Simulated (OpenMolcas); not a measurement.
An OpenMolcas run meant for Pm III (ANO-RCC-VTZP, DKH4; inactive shells 1s 2s 2p 3s 3p 3d 4s 4p 4d 5s 5p; intended active space 5 electrons in 7 orbitals (4f)). One step of its input:

```
&RASSCF
FileOrb=start.orb
Symmetry=2
Spin=6
nActEl=5 0 0
Inactive=15 12
Ras2=0 7
CIRoot=26 26 1
SDav=21
CIMx=300
Iter=71 100
PrWF=0.3
OrbListing=Nothing
MaxOrb=0
Atom
>>> COPY $Project.JobIph JOB001
```

Lines from the output:

```
...
      Number of secondary orbitals              70
      Spin quantum number                      2.5
      State symmetry                             2
Orbital specifications:
      -----------------------

      Symmetry species                           1   2
                                                ag  au
      Frozen orbitals                            0   0
      Inactive orbitals                         15  12
      Active orbitals                            0   7
      RAS1 orbitals                              0   0
      RAS2 orbitals                              0   7
      RAS3 orbitals                              0   0
      Secondary orbitals                        36  34
      Deleted orbitals                           0   0
      Number of basis functions                 51  53
      Number of CSFs                            21
      Number of root(s) required                26
 ************ ERROR ***********
  You can't ask for more roots
  than there are configurations
 ******************************
--- Stop Module: rasscf at  /rc=_RC_INPUT_ERROR_ ---
.####################.
.# User input error #.
.####################.
```

What is wrong with the input?

CIRoot asks for more roots than the active space has configuration state functions.
